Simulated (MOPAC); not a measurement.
MOPAC input (PM7):

```
PM7 1SCF CHARGE=-1 GEO-OK AUX(PRECISION=9) THREADS=1
CH2NO

N     0.89819675 1   -0.79076357 1   -0.08377368 1
C    -0.28056431 1   -0.22367917 1    0.05090285 1
O    -0.63522249 1    0.98571426 1    0.03683495 1
H     1.57052150 1   -0.02489384 1   -0.21783311 1
H    -1.09273298 1   -0.98340020 1    0.20415215 1
```

**Question.** What heat of formation does the run end on, and which ionisation energy by Koopmans theorem?

**Answer.** -53.93 kcal/mol; 3.66 eV.
